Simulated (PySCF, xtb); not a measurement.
CH11NOSi3. Atoms are numbered in the order given.

```xyz
17

C     -2.0977    -1.7489     0.5009
Si    -1.1214    -0.4556    -0.4476
Si    -1.1837     1.6147     0.6825
O      0.4544    -0.9768    -0.6162
Si     2.0313    -0.4495    -0.4911
N      2.2124     1.0244     0.3841
H     -3.1582    -1.4579     0.5765
H     -2.0424    -2.7231    -0.0113
H     -1.6997    -1.8744     1.5203
H     -1.7217    -0.2771    -1.8057
H     -0.5599     1.5149     2.0374
H     -2.6089     2.0321     0.8753
H     -0.4971     2.7029    -0.0771
H      2.5545    -0.2128    -1.8622
H      2.7783    -1.5161     0.2223
H      2.0982     1.9349    -0.0475
H      2.1554     1.0785     1.3953
```

Geometry optimised at B3LYP-D3(BJ)/def2-SVP. The structure was generated by enumeration; whether it is a known compound was not checked. Other conformers were not sampled.

These are IEF-PCM-PBE0/def2-SVP (PySCF 2.14.0) values and carry that method's errors.

The values are the electrostatic part of the solvation free energy, E(continuum) − E(gas) at the gas-phase geometry, in a cavity of scaled van der Waals radii (PySCF's table); cavitation and dispersion terms are not included. In vacuum the orbital gap is 8.03 eV. The dipole moment in vacuum is 1.03 D.

```csv
solvent,ε,ΔG(elec) (kcal/mol),dipole (D),gap (eV)
water,78.36,-3.4,1.49,7.97
n-hexane,1.88,-1.2,1.17,8.01
1-octanol,9.86,-2.9,1.41,7.98
```

For comparison, GFN2-xTB/ALPB(water) (xtb, at the GFN2-xTB geometry, all terms of that model) gives -1.6 kcal/mol.
